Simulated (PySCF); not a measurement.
# Steps of a relaxation of HfH4

HfH4 (singlet). PySCF 2.14.0, RKS PBE, Hf def2-SVP with ECP60, H def2-SVP; non-relativistic Hamiltonian with scalar-relativistic core potentials where named; density fitting; no spin-orbit coupling. Origin of the start: displaced along the imaginary mode. Columns: position (Å) and force (eV/Å). Energies are counted from the last step; some of the 7 steps are shown. Forces carry noise of the integration grid, about 0.01 to 0.03 eV/Å.

Run from Python with OMP_NUM_THREADS=2. Where DIIS fails, smearing, a level shift and second-order steps follow.
It took 5.3 s on 2 threads of Arm Neoverse V1, on a shared host, from the converged density of the start.

```xyz
5
step 0  E = 2.634 eV
Hf    0.0000    0.0000    0.0000     0.00    0.00    0.00
H     1.9327    0.0000    0.2500    -0.46    0.00    0.99
H     0.0000    1.9327   -0.2500     0.00   -0.46   -0.99
H    -1.9327    0.0000    0.2500     0.46    0.00    0.99
H     0.0000   -1.9327   -0.2500     0.00    0.46   -0.99
```

```xyz
5
step 2  E = 0.920 eV
Hf    0.0000    0.0000    0.0000     0.00    0.00    0.00
H     1.8167    0.0000    0.6742    -0.88    0.00    0.48
H     0.0000    1.8167   -0.6742     0.00   -0.88   -0.48
H    -1.8167    0.0000    0.6742     0.88    0.00    0.48
H     0.0000   -1.8167   -0.6742     0.00    0.88   -0.48
```

```xyz
5
step 4  E = 0.074 eV
Hf    0.0000    0.0000    0.0000     0.00    0.00    0.00
H     1.6070    0.0000    0.9799    -0.37    0.00    0.03
H     0.0000    1.6070   -0.9799     0.00   -0.37   -0.03
H    -1.6070    0.0000    0.9799     0.37    0.00    0.03
H     0.0000   -1.6070   -0.9799     0.00    0.37   -0.03
```

Problem. Where does the relaxation end?

Solution. It converges at step 6 in Td:
```xyz
5
step 6  E = 0
Hf    0.0000    0.0000    0.0000
H     1.5143    0.0000    1.0693
H     0.0000    1.5143   -1.0693
H    -1.5143    0.0000    1.0693
H     0.0000   -1.5143   -1.0693
```

Problem. How did the contacts change?

Solution. 
```
   contact  start (Å)  end (Å)
Hf1–H2 (H)      1.949    1.854
Hf1–H3 (H)      1.949    1.854
Hf1–H4 (H)      1.949    1.854
Hf1–H5 (H)      1.949    1.854
```
